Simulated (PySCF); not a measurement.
# Electron correlation in He (helium, neutral)

1s2, closed-shell 1S. All numbers are calculated (PySCF 2.14, scalar relativity by spin-free X2C-1e, in x2c-TZVPall (3s1p, 6 functions)). Frozen: nothing; 2 electrons correlated.

Total MP2 correlation energy: -26.71 mhartree.

Same-spin part 0.00 and opposite-spin part -26.71 mhartree; SCS-MP2 scales them by 1/3 and 6/5 to -32.06 mhartree.

With two correlated electrons CCSD is exact within the correlated space (frozen core and kept virtual orbitals).

| level | correlation energy (mhartree) |
| --- | --- |
| CCSD | -33.07 |

Diagnostics: T1 = 0.0022, D1 = 0.0031, largest double amplitude 0.056.

Question: Is a single reference adequate?

Answer: Yes: T1 lies below 0.03 and no double amplitude reaches 0.07.
